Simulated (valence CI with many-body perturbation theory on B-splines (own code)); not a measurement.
# Hyperfine factors and g values of Xe XLII

Computed by relativistic CI+MBPT: three valence electrons over a frozen Dirac-Fock core [Ne], radial functions for each j: 11 s, 11 p, 9 d, 7 f, 5 g, 2 h, 1 i, with the one-electron correlation potential Σ1, the two-electron term Σ2, the three-electron term Σ3, Breit, model QED; selected CI, second order for the rest (own B-spline code, finite nucleus).

No measured spectrum was set against this ion. As an estimate, large intervals hold to a few tenths of a per cent, small ones and those within an open d or f shell to about a per cent.

A/g_I is the dipole constant over the nuclear g factor μ/I (μ in nuclear magnetons, uniformly magnetised nucleus), B/Q the quadrupole constant per barn. Both hold the static response of the core; the bare values leave it out. Large factors of s and p1/2 electrons are usually good to 5 to 10 %; those of open d and f shells near neutrality can be off by tens of per cent, and small factors of p3/2, d and f electrons come from cancelling terms and can be off by a factor of two or in sign, in half-filled shells by more. B is blank for J = 1/2, where it vanishes, and for nearly pure S terms. Energies count from the lowest level.

Levels are named by their leading jj configuration (3d3/2^4 stands for four electrons in 3d with j = 3/2), which in mixed levels can hold well under half, so a name can repeat and another be missing. Letters in brackets count levels of one name in rising energy.

| Level | E (Ry) | g | A/g_I (MHz) | A/g_I bare | B/Q (MHz/b) | B/Q bare |
| --- | --- | --- | --- | --- | --- | --- |
| (3s^2 3p1/2) J=1/2 | 0.000 | 0.657 | 470000 | 459000 |  |  |
| (3s^2 3p3/2) J=3/2 | 6.069 | 1.327 | 73900 | 73600 | 138000 | 136000 |
| (3s 3p1/2^2) J=1/2 | 7.452 | 2.303 | 1380000 | 1350000 |  |  |
| (3s 3p1/2 3p3/2) J=3/2 [a] | 12.239 | 1.670 | 365000 | 358000 | 112000 | 110000 |
| (3s 3p1/2 3p3/2) J=5/2 | 13.059 | 1.378 | 420000 | 411000 | 72700 | 71500 |
| (3s 3p1/2 3p3/2) J=3/2 [b] | 14.193 | 0.929 | 16200 | 17400 | 102000 | 101000 |
| (3s 3p1/2 3p3/2) J=1/2 | 14.793 | 1.182 | -386000 | -373000 |  |  |
| (3s^2 3d3/2) J=3/2 | 17.469 | 0.846 | 20700 | 22200 | 17700 | 18500 |
| (3s^2 3d5/2) J=5/2 | 17.892 | 1.314 | 157000 | 154000 | 8010 | 8850 |
| (3s 3p3/2^2) J=5/2 | 19.699 | 1.290 | 232000 | 228000 | 88700 | 87700 |
| (3s 3p3/2^2) J=1/2 | 20.898 | 1.832 | 1470000 | 1430000 |  |  |
| (3s 3p3/2^2) J=3/2 | 21.260 | 1.197 | -194000 | -186000 | -42100 | -41400 |
| (3p1/2^2 3p3/2) J=3/2 | 21.792 | 1.240 | 50900 | 52500 | 114000 | 112000 |
| (3s 3p1/2 3d3/2) J=3/2 [a] | 22.816 | 0.533 | -117000 | -112000 | 37800 | 38100 |
| (3s 3p1/2 3d3/2) J=5/2 | 23.371 | 1.052 | 368000 | 359000 | -4880 | -3610 |
| (3s 3p1/2 3d3/2) J=1/2 | 24.653 | 0.345 | -560000 | -543000 |  |  |
| (3s 3p1/2 3d3/2) J=3/2 [b] | 24.737 | 1.328 | 284000 | 279000 | 21600 | 21400 |
| (3s 3p1/2 3d5/2) J=5/2 [a] | 24.854 | 1.330 | 127000 | 126000 | 15300 | 16500 |
| (3s 3p1/2 3d5/2) J=7/2 | 25.307 | 1.256 | 276000 | 270000 | -5770 | -3990 |
| (3s 3p1/2 3d5/2) J=5/2 [b] | 25.834 | 1.127 | 68600 | 68700 | 22900 | 23600 |
| (3s 3p1/2 3d5/2) J=3/2 | 25.893 | 1.254 | -171000 | -163000 | -18700 | -17600 |
| (3p1/2 3p3/2^2) J=5/2 | 27.860 | 1.088 | 149000 | 147000 | 59600 | 58900 |
| (3p1/2 3p3/2^2) J=3/2 | 28.303 | 1.230 | -32300 | -28800 | 44000 | 43500 |
| (3p1/2 3p3/2^2) J=1/2 | 28.562 | 0.664 | 455000 | 441000 |  |  |
| (3s 3p3/2 3d3/2) J=3/2 [a] | 29.658 | 1.363 | 250000 | 246000 | -12000 | -12600 |
| (3s 3p3/2 3d3/2) J=5/2 [a] | 29.682 | 1.283 | 202000 | 199000 | 26800 | 26000 |
| (3s 3p3/2 3d3/2) J=1/2 [a] | 29.715 | 2.336 | 723000 | 708000 |  |  |
| (3s 3p3/2 3d3/2) J=7/2 | 29.835 | 1.313 | 239000 | 235000 | 85200 | 84200 |
| (3s 3p3/2 3d5/2) J=9/2 | 29.987 | 1.328 | 198000 | 195000 | 170000 | 169000 |
| (3s 3p3/2 3d5/2) J=3/2 [a] | 30.894 | 1.077 | -65400 | -61400 | -70300 | -68800 |
| (3s 3p3/2 3d5/2) J=5/2 [a] | 31.189 | 1.332 | 294000 | 288000 | -68400 | -66800 |
| (3s 3p3/2 3d3/2) J=3/2 [b] | 31.749 | 1.143 | -12500 | -9390 | -75000 | -73700 |
| (3s 3p3/2 3d5/2) J=7/2 [a] | 31.884 | 1.169 | 82600 | 82200 | 147000 | 146000 |
| (3s 3p3/2 3d3/2) J=5/2 [b] | 32.138 | 0.930 | -60800 | -57200 | 104000 | 104000 |
| (3p1/2^2 3d3/2) J=3/2 | 32.161 | 0.752 | 42100 | 41800 | 20000 | 21000 |
| (3s 3p3/2 3d3/2) J=1/2 [b] | 32.273 | 0.613 | 35200 | 35600 |  |  |
| (3s 3p3/2 3d5/2) J=7/2 [b] | 32.709 | 1.190 | 66800 | 66900 | 104000 | 104000 |
| (3s 3p3/2 3d5/2) J=1/2 | 33.276 | 0.674 | -232000 | -225000 |  |  |
| (3s 3p3/2 3d5/2) J=3/2 [b] | 33.699 | 1.302 | 337000 | 330000 | 42600 | 42700 |
| (3s 3p3/2 3d5/2) J=5/2 [b] | 33.831 | 1.122 | -116000 | -110000 | -47600 | -45800 |

(1) Take the isotope of mass number 129, with I = 1/2, μ = -0.77796 μN. What is the hyperfine structure of (3s^2 3p3/2) J=3/2?

## Answers

(1) From the table A = -115000 MHz. Shifts from the centre of gravity in MHz: F = 1: 144000, F = 2: -86200.
